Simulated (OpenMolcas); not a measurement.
# I⁶⁺: effect of the level shift or regulariser

```json
{
 "Program": "OpenMolcas",
 "Basis": "ANO-RCC-VTZP [7s6p4d2f1g]",
 "Scalar Hamiltonian": "DKH2, point nucleus",
 "Active space": "1 electron in 4 orbitals (5s 5p)",
 "State averaging": "2S+1 = 2 even, 1 root; 2S+1 = 2 odd, 3 roots",
 "Spin-orbit coupling": "state interaction with AMFI integrals over the reference wave functions, term energies averaged over their components"
}
```

Methods on the same reference wave functions:
A. CASSCF
B. SS-CASPT2, IPEA 0.25 Eh, imaginary shift 0.1 Eh (closed shells correlated: 4d)
C. SS-CASPT2, IPEA 0.25 Eh, real shift 0.2 Eh (closed shells correlated: 4d)

Energies in cm⁻¹ above 5s ²S_1/2, the measured ground level; measured values from Moore, Atomic Energy Levels, vol. III, NSRDS-NBS 35 (1971 reprint of NBS Circular 467, 1958).

| Level | A | B | C | Measured |
| --- | --- | --- | --- | --- |
| 5s ²S_1/2 | 0.0 | 0.0 | 0.0 | 0.0 |
| 5p ²P°_1/2 | 104827 | 107206 | 107206 | 104960 |
| 5p ²P°_3/2 | 118827 | 121206 | 121206 | 119960 |

Deviations, from unrounded energies. A percentage is the sum of absolute deviations over the sum of measured energies, with the sign that they share, or ± where signs differ.

| Against measurement | Levels | A | B | C |
| --- | --- | --- | --- | --- |
| mean absolute deviation (cm-1) | 2 | 630 | 1700 | 1700 |
| other configurations (%) | 2 | -0.6 | +1.6 | +1.6 |

A lies closest to measurement on these levels and B furthest from it. The largest miss of A in the table is 5p ²P°_3/2, by -1100 cm-1. The ranking rests on the paired levels alone, and a cruder setting can come out closer through cancelling errors.

Between B and C no level of the table moves by more than 5 cm-1.

The lowest spin-free term lies below A's lowest term by 0.372 hartree in B, 0.372 hartree in C.

With one active electron the reference holds no correlation, so core polarisation is missing (holds for A). With one active electron, CASPT2 adds the correlation within the correlated inactive shells and between them and that electron, and leaves the splitting within a term as the reference gives it (holds for B; C). Computed and measured levels are paired by configuration, term and J; levels that our copy of the source lacks, or whose pairing is in doubt (as where it misses far off the trend of its configuration), stay unpaired and out of the deviations. Levels of configurations outside the active space are missing.

° marks odd parity.
